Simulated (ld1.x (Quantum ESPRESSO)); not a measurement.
## Building the ultrasoft potential for Zr (PBE, fully relativistic).

ld1.x (Quantum ESPRESSO) 7.5 was run on this input:

```
&input
   title='Zr', zed=40., rel=2, dft='PBE', iswitch=3,
   config='[Kr] 4d2 5s0 5p0', rel_dist='average',
   nld=5, rlderiv=3.10, eminld=-7.0, emaxld=5.0, deld=0.02
 /
 &inputp
   pseudotype=3, tm=.true., lloc=-2, rcloc=1.35,
   nlcc=.false.,
   which_augfun='PSQ', rmatch_augfun_nc=.true.,
   file_pseudopw='Zr.UPF', file_wfcaegen='ae.wfc', file_wfcncgen='nc.wfc', file_beta='beta', file_chi='chi', file_wfcusgen='us.wfc'
 /
6
4S  1  0   2.00   0.00  1.55  1.70  0.0
5S  2  0   0.00   0.00  1.55  1.70  0.0
4P  2  1   6.00   0.00  1.75  2.05  0.0
5P  3  1   0.00   0.00  1.75  2.05  0.0
4D  3  2   2.00   0.00  2.60  2.85  0.0
4D  3  2   0.00  -0.95  2.60  2.85  0.0
 &test
   configts(1)='4s2 4p6 4d2 5s0 5p0'
 /
```

Command:

```bash
ld1.x < Zr.in > Zr.out
```

Output (shortened: banner, matrices, multipoles, cross overlaps and the repeated all-electron block are left out):

```
Program LD1 v.7.5
     --------------------------- All-electron run ----------------------------

     Zr
     dirac relativistic calculation

     atomic number is 40.00
     dft =PBE   lsd =0 sic =0 latt =0  beta=0.20 tr2=1.0E-14
     Exchange-correlation= PBE
                           (   1   4   3   4   0   0   0)
     mesh =1225 r(mesh) = 100.59681 a.u. xmin = -7.00 dx = 0.01250
     1 Ry =  13.60569312 eV, c = 137.03599908

     n l j   nl                  e(Ry)          e(Ha)          e(eV)
     Spin orbit split results
     1 0 0.5 1S 1( 2.00)     -1310.6263      -655.3131    -17831.9790
     2 0 0.5 2S 1( 2.00)      -182.4873       -91.2436     -2482.8655
     2 1 0.5 2P 1( 2.00)      -167.1356       -83.5678     -2273.9952
     2 1 1.5 2P 1( 4.00)      -160.8249       -80.4125     -2188.1344
     3 0 0.5 3S 1( 2.00)       -30.8038       -15.4019      -419.1076
     3 1 0.5 3P 1( 2.00)       -25.0891       -12.5446      -341.3549
     3 1 1.5 3P 1( 4.00)       -24.0845       -12.0422      -327.6857
     4 0 0.5 4S 1( 2.00)        -5.0685        -2.5343       -68.9606
     4 1 0.5 4P 1( 2.00)        -3.5366        -1.7683       -48.1180
     4 1 1.5 4P 1( 4.00)        -3.4058        -1.7029       -46.3383
     3 2 1.5 3D 1( 4.00)       -14.0119        -7.0059      -190.6409
     3 2 2.5 3D 1( 6.00)       -13.8283        -6.9142      -188.1439
     4 2 1.5 4D 1( 0.80)        -1.2783        -0.6391       -17.3915
     4 2 2.5 4D 1( 1.20)        -1.2668        -0.6334       -17.2362
     5 0 0.5 5S 1( 0.00)        -1.1786        -0.5893       -16.0361
     5 1 0.5 5P 1( 0.00)        -0.8686        -0.4343       -11.8178
     5 1 1.5 5P 1( 0.00)        -0.8523        -0.4261       -11.5957
     Averaged results
     1 0     1S 1( 2.00)     -1310.6263      -655.3131    -17831.9790
     2 0     2S 1( 2.00)      -182.4873       -91.2436     -2482.8655
     2 1     2P 1( 6.00)      -162.9285       -81.4642     -2216.7546
     3 0     3S 1( 2.00)       -30.8038       -15.4019      -419.1076
     3 1     3P 1( 6.00)       -24.4193       -12.2097      -332.2421
     4 0     4S 1( 2.00)        -5.0685        -2.5343       -68.9606
     4 1     4P 1( 6.00)        -3.4494        -1.7247       -46.9316
     3 2     3D 1(10.00)       -13.9017        -6.9509      -189.1427
     4 2     4D 1( 2.00)        -1.2714        -0.6357       -17.2983
     5 0     5S 1( 0.00)        -1.1786        -0.5893       -16.0361
     5 1     5P 1( 0.00)        -0.8577        -0.4289       -11.6698

     final scf error:  8.3E-15 reached in  28 iterations

     Etot =   -7196.441559 Ry,   -3598.220779 Ha,  -97912.575424 eV

     Ekin =    7437.057269 Ry,    3718.528634 Ha,  101186.318939 eV
     Encl =  -17326.995316 Ry,   -8663.497658 Ha, -235745.781013 eV
     Eh   =    2921.018997 Ry,    1460.509499 Ha,   39742.488085 eV
     Exc  =    -227.522509 Ry,    -113.761254 Ha,   -3095.601436 eV

     normalization and overlap integrals

     s(1S/1S) =  1.000000  <r> =   0.0371  <r2> =    0.0019  r(max) =   0.0241
     s(2S/2S) =  1.000000  <r> =   0.1623  <r2> =    0.0311  r(max) =   0.1368
     s(2P/2P) =  1.000000  <r> =   0.1387  <r2> =    0.0236  r(max) =   0.1066
     s(2P/2P) =  1.000000  <r> =   0.1430  <r2> =    0.0250  r(max) =   0.1107
     s(3S/3S) =  1.000000  <r> =   0.4582  <r2> =    0.2409  r(max) =   0.4060
     s(3P/3P) =  1.000000  <r> =   0.4549  <r2> =    0.2414  r(max) =   0.3960
     s(3P/3P) =  1.000000  <r> =   0.4654  <r2> =    0.2524  r(max) =   0.4060
     s(4S/4S) =  1.000000  <r> =   1.2124  <r2> =    1.6664  r(max) =   1.0764
     s(4P/4P) =  1.000000  <r> =   1.3433  <r2> =    2.0676  r(max) =   1.1602
     s(4P/4P) =  1.000000  <r> =   1.3734  <r2> =    2.1610  r(max) =   1.1896
     s(3D/3D) =  1.000000  <r> =   0.4504  <r2> =    0.2455  r(max) =   0.3451
     s(3D/3D) =  1.000000  <r> =   0.4540  <r2> =    0.2493  r(max) =   0.3495
     s(4D/4D) =  1.000000  <r> =   2.0001  <r2> =    4.7684  r(max) =   1.5467
     s(4D/4D) =  1.000000  <r> =   2.0155  <r2> =    4.8414  r(max) =   1.5662
     s(5S/5S) =  1.000000  <r> =   3.1922  <r2> =   11.4311  r(max) =   2.8537
     s(5P/5P) =  1.000000  <r> =   3.7761  <r2> =   16.0103  r(max) =   3.3995
     s(5P/5P) =  1.000000  <r> =   3.8388  <r2> =   16.5380  r(max) =   3.4422

     ------------------------ End of All-electron run ------------------------

     --------------------- Generating US pseudopotential ---------------------

      Generating local potential from pseudized AE potential:
      Matching radius rcloc =   1.3500
      Enforcing V''(0)=0 (lloc=-2)

      Local pseudo, rcloc= 1.365 Estimated cut-off energy=    16.58 Ry

     Fully relativistic calculation: |psi|^2

     Wfc 4S LC norm =  0.99976507 SC norm =  0.00023492 missing  0.00000001

     Wfc 5S LC norm =  0.99995826 SC norm =  0.00003929 missing  0.00000245

     Wfc 4P LC norm =  0.99980708 SC norm =  0.00019290 missing  0.00000002

     Wfc 4P LC norm =  0.99981426 SC norm =  0.00018566 missing  0.00000008

     Wfc 5P LC norm =  0.99996907 SC norm =  0.00003060 missing  0.00000033

     Wfc 5P LC norm =  0.99996984 SC norm =  0.00002589 missing  0.00000428

     Wfc 4D LC norm =  0.99990763 SC norm =  0.00009231 missing  0.00000006

     Wfc 4D LC norm =  0.99990893 SC norm =  0.00008933 missing  0.00000174
      Wfc-us  4S rcutus= 1.709  Estimated cut-off energy=    18.07 Ry
      Wfc-us  5S rcutus= 1.709  Estimated cut-off energy=    34.92 Ry
      Wfc-us  4P rcutus= 2.036  Estimated cut-off energy=    20.36 Ry
      Wfc-us  4P rcutus= 2.036  Estimated cut-off energy=    20.28 Ry
      Wfc-us  5P rcutus= 2.036  Estimated cut-off energy=    37.65 Ry
      Wfc-us  5P rcutus= 2.036  Estimated cut-off energy=    37.21 Ry
      Wfc-us  4D rcutus= 2.818  Estimated cut-off energy=    14.84 Ry
      Wfc-us  4D rcutus= 2.818  Estimated cut-off energy=    14.82 Ry
      Wfc-us  4D rcutus= 2.818  Estimated cut-off energy=    18.32 Ry
      Wfc-us  4D rcutus= 2.818  Estimated cut-off energy=    18.00 Ry

     Q pseudized with Bessel functions
     Expected ecutrho=     145.3162 due to l1=  1   l2=  2

     ------------------- End of pseudopotential generation -------------------

     Computing logarithmic derivative in   3.09532
     Computing logarithmic derivative in   3.09532
     Computing the partial wave expansion
     R is outside the sphere for l=    0 j= 0.50
     R is outside the sphere for l=    0 j= 0.50
     R is outside the sphere for l=    1 j= 0.50
     R is outside the sphere for l=    1 j= 0.50
     R is outside the sphere for l=    1 j= 1.50
     R is outside the sphere for l=    1 j= 1.50
     R is outside the sphere for l=    2 j= 1.50
     R is outside the sphere for l=    2 j= 1.50
     R is outside the sphere for l=    2 j= 2.50
     R is outside the sphere for l=    2 j= 2.50

     ---------------------- Testing the pseudopotential ----------------------

     Zr
     dirac relativistic calculation

     atomic number is 40.00   valence charge is 12.00
     dft =PBE   lsd =0 sic =0 latt =0  beta=0.20 tr2=1.0E-14
     mesh =1225 r(mesh) = 100.59681 xmin = -7.00 dx = 0.01250

     n l  j  nl             e AE (Ry)       e PS (Ry)    De AE-PS (Ry)
     1 0 0.5 4S   1( 2.00)       -5.06851       -5.06851       -0.00000
     2 1 0.5 4P   1( 2.00)       -3.53661       -3.53661       -0.00000
     2 1 1.5 4P   1( 4.00)       -3.40581       -3.40581        0.00000
     3 2 1.5 4D   1( 0.80)       -1.27825       -1.27825        0.00000
     3 2 2.5 4D   1( 1.20)       -1.26684       -1.26684        0.00000
     2 0 0.5 5S   1( 0.00)       -1.17863       -1.17862       -0.00001
     3 1 0.5 5P   1( 0.00)       -0.86860       -0.86859       -0.00001
     3 1 1.5 5P   1( 0.00)       -0.85227       -0.85227       -0.00000

     eps = 1.3E-15  iter =  6

     Etot =   -7196.441559 Ry,   -3598.220779 Ha,  -97912.575424 eV
     Etotps =   -93.082835 Ry,     -46.541418 Ha,   -1266.456490 eV

     Ekin =      27.186679 Ry,      13.593339 Ha,     369.893607 eV
     Encl =    -181.988940 Ry,     -90.994470 Ha,   -2476.085672 eV
     Ehrt =      62.899742 Ry,      31.449871 Ha,     855.794586 eV
     Ecxc =     -10.713306 Ry,      -5.356653 Ha,    -145.761959 eV
     Epseu=       9.532991 Ry,       4.766495 Ha,     129.702949 eV

     ---------------------- End of pseudopotential test ----------------------
```

Generation and configuration tests took about 4.5 s on one core of a shared server CPU.

Transferability test of the new file with ld1.x, input:

```
&input
   title='Zr', zed=40., rel=2, dft='PBE', iswitch=2,
   config='[Kr] 4d2 5s0 5p0', rel_dist='average'
 /
 &test
   file_pseudo='Zr.UPF', nconf=8,
   configts(1)='4s2 4p6 4d2 5s0 5p0',
   configts(2)='4s2 4p6 4d2 5s2 5p0',
   configts(3)='4s2 4p6 4d2 5s1 5p0',
   configts(4)='4s2 4p6 4d1 5s0 5p0',
   configts(5)='4s1 4p6 4d2 5s2 5p0',
   configts(6)='4s2 4p5 4d2 5s2 5p0',
   configts(7)='4s2 4p6 4d2.5 5s1.5 5p0',
   configts(8)='4s2 4p6 4d1 5s2 5p1'
 /
```

```bash
ld1.x < Zr.test.in > Zr.test.out
```

Pseudopotential blocks of its output, shortened (energy terms left out; the distinct warnings before each block abridged to one line each):

```
     ---------------------- Testing the pseudopotential ----------------------

     n l  j  nl             e AE (Ry)       e PS (Ry)    De AE-PS (Ry)
     1 0 0.5 4S   1( 2.00)       -5.06851       -5.06851       -0.00000
     2 1 0.5 4P   1( 2.00)       -3.53661       -3.53661       -0.00000
     2 1 1.5 4P   1( 4.00)       -3.40581       -3.40581        0.00000
     3 2 1.5 4D   1( 0.80)       -1.27825       -1.27825        0.00000
     3 2 2.5 4D   1( 1.20)       -1.26684       -1.26684        0.00000
     2 0 0.5 5S   1( 0.00)       -1.17863       -1.17862       -0.00001
     3 1 0.5 5P   1( 0.00)       -0.86860       -0.86859       -0.00001
     3 1 1.5 5P   1( 0.00)       -0.85227       -0.85227       -0.00000

     eps = 1.2E-15  iter =  6

     Etot =   -7196.441559 Ry,   -3598.220779 Ha,  -97912.575424 eV
     Etotps =   -93.082835 Ry,     -46.541418 Ha,   -1266.456490 eV

     ---------------------- End of pseudopotential test ----------------------

          ---------------------- Testing the pseudopotential ----------------------

     n l  j  nl             e AE (Ry)       e PS (Ry)    De AE-PS (Ry)
     1 0 0.5 4S   1( 2.00)       -4.00421       -4.00713        0.00292
     2 1 0.5 4P   1( 2.00)       -2.47383       -2.47610        0.00228
     2 1 1.5 4P   1( 4.00)       -2.34347       -2.34569        0.00222
     3 2 1.5 4D   1( 0.80)       -0.27026       -0.27153        0.00127
     3 2 2.5 4D   1( 1.20)       -0.26078       -0.26189        0.00111
     2 0 0.5 5S   1( 2.00)       -0.32624       -0.32599       -0.00025
     3 1 0.5 5P   1( 0.00)       -0.11290       -0.11285       -0.00006
     3 1 1.5 5P   1( 0.00)       -0.10573       -0.10567       -0.00006

     eps = 7.5E-15  iter = 55

     Etot =   -7197.917214 Ry,   -3598.958607 Ha,  -97932.652734 eV
     Etotps =   -94.558386 Ry,     -47.279193 Ha,   -1286.532381 eV
     dEtot_ae =      -1.475655 Ry
     dEtot_ps =      -1.475551 Ry,   Delta E=      -0.000104 Ry

     ---------------------- End of pseudopotential test ----------------------

          ---------------------- Testing the pseudopotential ----------------------

     n l  j  nl             e AE (Ry)       e PS (Ry)    De AE-PS (Ry)
     1 0 0.5 4S   1( 2.00)       -4.49471       -4.49644        0.00173
     2 1 0.5 4P   1( 2.00)       -2.96467       -2.96616        0.00149
     2 1 1.5 4P   1( 4.00)       -2.83435       -2.83581        0.00146
     3 2 1.5 4D   1( 0.80)       -0.73989       -0.74082        0.00093
     3 2 2.5 4D   1( 1.20)       -0.72951       -0.73041        0.00090
     2 0 0.5 5S   1( 1.00)       -0.73080       -0.73079       -0.00001
     3 1 0.5 5P   1( 0.00)       -0.46813       -0.46810       -0.00002
     3 1 1.5 5P   1( 0.00)       -0.45647       -0.45644       -0.00002

     eps = 8.8E-15  iter = 34

     Etot =   -7197.392637 Ry,   -3598.696318 Ha,  -97925.515499 eV
     Etotps =   -94.033946 Ry,     -47.016973 Ha,   -1279.397012 eV
     dEtot_ae =      -0.951078 Ry
     dEtot_ps =      -0.951111 Ry,   Delta E=       0.000033 Ry

     ---------------------- End of pseudopotential test ----------------------

          Warning: convergence not achieved
     ---------------------- Testing the pseudopotential ----------------------

     n l  j  nl             e AE (Ry)       e PS (Ry)    De AE-PS (Ry)
     1 0 0.5 4S   1( 2.00)       -5.99162       -6.01205        0.02043  !
     2 1 0.5 4P   1( 2.00)       -4.43993       -4.45715        0.01722  !
     2 1 1.5 4P   1( 4.00)       -4.30457       -4.32092        0.01635  !
     3 2 1.5 4D   1( 0.40)       -2.08080       -2.09671        0.01591  !
     3 2 2.5 4D   1( 0.60)       -2.06705       -2.07963        0.01258  !
     2 0 0.5 5S   1( 0.00)       -1.78532       -1.78685        0.00154
     3 1 0.5 5P   1( 0.00)       -1.40981       -1.41129        0.00147
     3 1 1.5 5P   1( 0.00)       -1.38662       -1.38802        0.00140

     eps = 2.8E+01  iter =201

     Etot =   -7194.778759 Ry,   -3597.389379 Ha,  -97889.951881 eV
     Etotps =   -91.413628 Ry,     -45.706814 Ha,   -1243.745772 eV
     dEtot_ae =       1.662800 Ry
     dEtot_ps =       1.669207 Ry,   Delta E=      -0.006407 Ry

     ---------------------- End of pseudopotential test ----------------------

          ---------------------- Testing the pseudopotential ----------------------

     n l  j  nl             e AE (Ry)       e PS (Ry)    De AE-PS (Ry)
     1 0 0.5 4S   1( 1.00)       -4.92147       -4.91205       -0.00942  !
     2 1 0.5 4P   1( 2.00)       -3.35728       -3.35210       -0.00518  !
     2 1 1.5 4P   1( 4.00)       -3.21903       -3.21301       -0.00601  !
     3 2 1.5 4D   1( 0.80)       -0.99892       -1.01378        0.01486  !
     3 2 2.5 4D   1( 1.20)       -0.98573       -0.99698        0.01125  !
     2 0 0.5 5S   1( 2.00)       -0.83817       -0.83780       -0.00037
     3 1 0.5 5P   1( 0.00)       -0.53976       -0.53398       -0.00579  !
     3 1 1.5 5P   1( 0.00)       -0.52519       -0.52034       -0.00485

     eps = 6.6E-15  iter = 32

     Etot =   -7193.469439 Ry,   -3596.734720 Ha,  -97872.137680 eV
     Etotps =   -90.112118 Ry,     -45.056059 Ha,   -1226.037822 eV
     dEtot_ae =       2.972119 Ry
     dEtot_ps =       2.970717 Ry,   Delta E=       0.001402 Ry

     ---------------------- End of pseudopotential test ----------------------

          ---------------------- Testing the pseudopotential ----------------------

     n l  j  nl             e AE (Ry)       e PS (Ry)    De AE-PS (Ry)
     1 0 0.5 4S   1( 2.00)       -4.88057       -4.87982       -0.00074
     2 1 0.5 4P   1( 1.67)       -3.32180       -3.32279        0.00099
     2 1 1.5 4P   1( 3.33)       -3.18483       -3.18534        0.00051
     3 2 1.5 4D   1( 0.80)       -0.98086       -0.99396        0.01310  !
     3 2 2.5 4D   1( 1.20)       -0.96802       -0.97923        0.01121  !
     2 0 0.5 5S   1( 2.00)       -0.83664       -0.83655       -0.00008
     3 1 0.5 5P   1( 0.00)       -0.53947       -0.53710       -0.00237
     3 1 1.5 5P   1( 0.00)       -0.52495       -0.52296       -0.00198

     eps = 8.1E-15  iter = 68

     Etot =   -7195.122678 Ry,   -3597.561339 Ha,  -97894.631145 eV
     Etotps =   -91.762834 Ry,     -45.881417 Ha,   -1248.496958 eV
     dEtot_ae =       1.318880 Ry
     dEtot_ps =       1.320001 Ry,   Delta E=      -0.001121 Ry

     ---------------------- End of pseudopotential test ----------------------

          ---------------------- Testing the pseudopotential ----------------------

     n l  j  nl             e AE (Ry)       e PS (Ry)    De AE-PS (Ry)
     1 0 0.5 4S   1( 2.00)       -3.92179       -3.92852        0.00673  !
     2 1 0.5 4P   1( 2.00)       -2.39603       -2.40205        0.00602  !
     2 1 1.5 4P   1( 4.00)       -2.26673       -2.27242        0.00568  !
     3 2 1.5 4D   1( 1.00)       -0.21924       -0.22134        0.00210
     3 2 2.5 4D   1( 1.50)       -0.21044       -0.21275        0.00231
     2 0 0.5 5S   1( 1.50)       -0.30264       -0.30213       -0.00050
     3 1 0.5 5P   1( 0.00)       -0.10047       -0.09980       -0.00067
     3 1 1.5 5P   1( 0.00)       -0.09407       -0.09347       -0.00060

     eps = 6.5E-15  iter = 36

     Etot =   -7197.879423 Ry,   -3598.939712 Ha,  -97932.138567 eV
     Etotps =   -94.521441 Ry,     -47.260720 Ha,   -1286.029719 eV
     dEtot_ae =      -1.437865 Ry
     dEtot_ps =      -1.438606 Ry,   Delta E=       0.000741 Ry

     ---------------------- End of pseudopotential test ----------------------

          Warning: convergence not achieved
     ---------------------- Testing the pseudopotential ----------------------

     n l  j  nl             e AE (Ry)       e PS (Ry)    De AE-PS (Ry)
     1 0 0.5 4S   1( 2.00)       -4.29233       -4.31071        0.01838  !
     2 1 0.5 4P   1( 2.00)       -2.74924       -2.76373        0.01449  !
     2 1 1.5 4P   1( 4.00)       -2.61597       -2.62970        0.01372  !
     3 2 1.5 4D   1( 0.40)       -0.47213       -0.48164        0.00950  !
     3 2 2.5 4D   1( 0.60)       -0.46082       -0.47006        0.00924  !
     2 0 0.5 5S   1( 2.00)       -0.43144       -0.43123       -0.00020
     3 1 0.5 5P   1( 0.33)       -0.18333       -0.18368        0.00035
     3 1 1.5 5P   1( 0.67)       -0.17349       -0.17375        0.00026

     eps = 8.1E+03  iter =201

     Etot =   -7197.696772 Ry,   -3598.848386 Ha,  -97929.653473 eV
     Etotps =   -94.333928 Ry,     -47.166964 Ha,   -1283.478477 eV
     dEtot_ae =      -1.255213 Ry
     dEtot_ps =      -1.251093 Ry,   Delta E=      -0.004120 Ry

     ---------------------- End of pseudopotential test ----------------------
```
